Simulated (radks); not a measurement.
Results of a calculation; reference values are marked as such.
Task: The iridium ion Ir+, 76 electrons, occupied as [Xe] 4f14 5d5 6s1 6p2 (not the ground configuration). Code: a radial shooting solver on a logarithmic mesh with Libxc functionals. Model: Dirac Kohn-Sham, BLYP, spin-unpolarised, spherical densities, point nucleus; open shells are shared between the two j in proportion to 2j + 1.

Spin-orbit splittings of the eigenvalues, e(l+1/2) - e(l-1/2), with zeta = 2 splitting/(2l+1) and mean radii in bohr:

| shell | occ. | splitting (eV) | zeta (eV) | <r> j=l-1/2 | <r> j=l+1/2 |
|---|---|---|---|---|---|
| 2p | 6 | 1628 | 1086 | 0.06016 | 0.06848 |
| 3p | 6 | 356.5 | 237.7 | 0.1801 | 0.1954 |
| 3d | 10 | 77.04 | 30.82 | 0.1705 | 0.1751 |
| 4p | 6 | 84.36 | 56.24 | 0.4266 | 0.4604 |
| 4d | 10 | 15.65 | 6.262 | 0.4719 | 0.4832 |
| 4f | 14 | 3.123 | 0.8924 | 0.5308 | 0.5384 |
| 5p | 6 | 13.94 | 9.292 | 1.055 | 1.149 |
| 5d | 5 | ? | ? | 1.525 | 1.574 |
| 6p | 2 | 1.418 | 0.9452 | 3.041 | 3.332 |

Estimate the 5d splitting.

Result: 1.471 eV (zeta = 0.5884 eV).
